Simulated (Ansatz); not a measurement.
Geometry optimisation, RKS BHLYP-D4/def2-SVP in Ansatz.

The input (input.yaml):

```yaml
crystal:
  periodic: [false, false, false]
  atoms:
    - { symbol: Ga, position_ang: [-0.4152, 0.1248, -0.3484] }
    - { symbol: Br, position_ang: [1.4159, -2.0076, -0.6251] }
    - { symbol: O, position_ang: [-0.4186, 1.1342, -1.7569] }
    - { symbol: O, position_ang: [-1.805, -0.3112, 0.601] }
    - { symbol: H, position_ang: [1.6101, -0.6539, 0.8237] }
    - { symbol: O, position_ang: [1.0955, 0.4366, 1.2149] }
    - { symbol: H, position_ang: [0.3963, 1.347, -2.2089] }
    - { symbol: H, position_ang: [-2.6657, -0.36, 0.1872] }
    - { symbol: H, position_ang: [0.7869, 0.2901, 2.1125] }
basis:
  gaussian: { orbitals: def2-SVP }
hamiltonian:
  xc: { name: BHLYP }
  dispersion: d4
relax:
  f_tol: 0.15
  max_steps: 25
  restrain:
    - { distance: [0, 5], at: 1.88, k: 30.0 }
    - { distance: [4, 1], at: 1.51, k: 30.0 }
    - { distance: [0, 1], at: 3.72, k: 30.0 }
    - { distance: [4, 5], at: 2.27, k: 30.0 }
output:
  orbitals: {}
```

Command:

```bash
$ ansatz run input.yaml --threads 4 --pin off --max-ram 5120MiB --backend cpu --events-out ev --progress --plain --runs-dir out
```

Problem. Where does it end, and by what steps?

Solution. The forces met the threshold. The restraints hold the end off the free minimum; the threshold counts their pulls, which the force column leaves out. Restrained pairs: Ga1–O6 (2.20 → 1.84 Å), Br2–H5 (1.99 → 1.47 Å), Ga1–Br2 (2.82 → 3.72 Å), H5–O6 (1.27 → 2.26 Å). After 7 steps the energy has fallen by 0.200 eV (the restraints' own energy left out); H5 moved furthest, 0.79 Å.

```tsv
step	energy less start (eV)	largest force component (eV/Å)	accepted
0	0.0000	3.457	yes
1	0.7101	2.684	yes
2	0.5372	2.883	yes
3	0.0590	1.944	yes
4	-0.0537	1.560	yes
5	-0.1514	1.145	yes
6	-0.1580	1.036	yes
7	-0.2003	1.126	yes
```

```xyz
9
Properties=species:S:1:pos:R:3
Ga -0.578 0.463 -0.004
Br 1.950 -2.178 -0.678
O -0.428 0.970 -1.680
O -2.075 -0.148 0.681
H 2.037 -1.151 0.373
O 0.850 0.618 1.138
H 0.449 1.221 -1.960
H -2.813 -0.244 0.083
H 0.607 0.448 2.047
```

The run took 38 s on 4 threads of Arm Neoverse N1, with other jobs on the host, peak memory 0.36 GiB.
